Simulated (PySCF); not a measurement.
**Correlation energy of F⁺ (fluorine, charge +1)**

[He] 2s1 2p5, high-spin 3P determinant (an excited configuration). All numbers are calculated (PySCF 2.14, the spin-free X2C one-electron Hamiltonian (Gaussian nucleus), in dyall-acv3z (15s9p4d2f, 76 functions)). Frozen: 1s2; 6 electrons correlated; the 19 highest virtual orbitals of each spin left out.

MP2 pair energies summed by pair of shells (mhartree):

| pair | energy | share (%) |
| --- | --- | --- |
| 2p-2p | -159.10 | 85.7 |
| 2s-2p | -26.55 | 14.3 |

Total MP2 correlation energy: -185.65 mhartree.

Same-spin part -40.79 and opposite-spin part -144.86 mhartree; SCS-MP2 scales them by 1/3 and 6/5 to -187.42 mhartree.
